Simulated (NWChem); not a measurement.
System: SiCl3F; SMILES F[Si](Cl)(Cl)Cl

Task: Give the equilibrium geometry at PBE-D3(BJ)/def2-SVP (NWChem) as an XYZ file, with the point group.

Result: point group C3v; any orientation.
```
5

F      0.0000     0.0000     1.8563
Si     0.0000     0.0000     0.2375
Cl     1.7807     0.7674    -0.4068
Cl    -1.5549     1.1584    -0.4068
Cl    -0.2258    -1.9258    -0.4068
```
